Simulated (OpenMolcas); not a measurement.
**Ti3+: effect of the metal basis and ligand basis**

Ti3+ with 6 ligands (fluoride) in octahedral coordination (Oh) at 1.98 Å. A charge of +0.5 e stands 2.6 Å behind each ligand.

```json
{
  "Program": "OpenMolcas",
  "Method": "CASSCF",
  "Spin-orbit coupling": "state interaction with AMFI integrals over the reference wave functions"
}
```

Fixed: active space 1 electron in 5 orbitals (3d), DKH2 Hamiltonian.

States (labels of O, the rotations of Oh). Energies in cm-1 above the lowest state or level, χT in cm3 K/mol; under a threefold ground state the first gap can be a small split of the lowest multiplet, not the spin-orbit step; 10Dq is the gap between the two states.

```tsv
Run	Metal basis	Ligand basis	Ground state	First state of that spin	10Dq	First gap with spin-orbit (degeneracies)	χT at 300 K	Cost
A	ANO-RCC-VDZP	ANO-RCC-VDZP	2T2	2E 15311	15311	218.8 (4, 2)	0.446	roughly 3 core-seconds
B	ANO-RCC-VTZP	ANO-RCC-VDZP	2T2	2E 15312	15312	218.2 (4, 2)	0.447	roughly 10 core-seconds
C	ANO-RCC-VTZP	ANO-RCC-VTZP	2T2	2E 15079	15079	217.9 (4, 2)	0.447	roughly 40 core-seconds
```

Against A, |10Dq| changes by 0 % in B, -1.5 % in C.

Costs are those of the RASSCF and RASSI steps.

An orbital triplet at a regular site is open to Jahn-Teller coupling, which can distort the site and quench the lowest spin-orbit gaps and is left out. Ligand-to-metal charge-transfer states are missing. With metal d orbitals alone and no dynamic correlation the field as a rule comes out too small, by tens of per cent, by up to half for chloride and softer ligands. No measured value stands beside these numbers; the geometry is a model, was not optimised and need not be the one that this ion takes.
